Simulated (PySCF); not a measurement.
Cl3H3HfO2, SMILES [OH][Hf](<-[OH2])([Cl])([Cl])[Cl], multiplicity 1. Atoms are numbered in the order given.

```xyz
9

Hf     0.0241     0.1715     0.0000
Cl     2.3251    -0.3341     0.0000
Cl    -0.5193    -0.8007     2.1240
Cl    -0.5193    -0.8007    -2.1240
O      0.0257     2.0622     0.0000
H      0.2128     2.9999     0.0000
O     -2.3242     0.1880     0.0000
H     -2.7153    -0.2219     0.7847
H     -2.7153    -0.2219    -0.7847
```
Charge 0, spin multiplicity 1.

The structure is a stationary point at PBE0-D3(BJ)/def2-SVP. The spin state was assumed, not searched. The def2 effective core potentials stand for the cores of Hf; spin–orbit coupling is left out. Other conformers were not sampled.

The numbers are results of TDDFT-PBE/def2-SVPD (PySCF), not measurements.

Vertical excitations. Gas-phase values at a fixed geometry. State labels are in the subgroup Cs.

Computed UV-visible absorptions:
```csv
state,symmetry,energy (eV),λ (nm),f,main pairs
S1,A",5.13,242,0.007,HOMO−1→LUMO 96 %
S2,A',5.25,236,0.040,HOMO→LUMO 85 %
S3,A',5.41,229,0.003,HOMO−2→LUMO 96 %
S4,A",5.49,226,0.008,"HOMO−3→LUMO 79 %, HOMO→LUMO+1 16 %"
S5,A",5.59,222,0.012,HOMO→LUMO+1 82 %
S6,A",5.74,216,0.015,HOMO−4→LUMO 89 %
S7,A',5.83,213,0.026,HOMO−1→LUMO+1 72 %
S8,A",5.92,209,0.000,HOMO→LUMO+2 92 %
S9,A",6.01,206,0.009,HOMO−2→LUMO+1 85 %
S10,A',6.02,206,0.001,"HOMO−5→LUMO 72 %, HOMO−1→LUMO+2 14 %"
T1,A',4.78,259,0,HOMO→LUMO 99 %
T2,A",4.97,249,0,HOMO−1→LUMO 99 %
T3,A',5.31,233,0,HOMO−2→LUMO 99 %
T4,A",5.32,233,0,HOMO−3→LUMO 98 %
```
Triplets are in the Tamm–Dancoff approximation, which puts them higher than full response would, so one can lie above its singlet here.
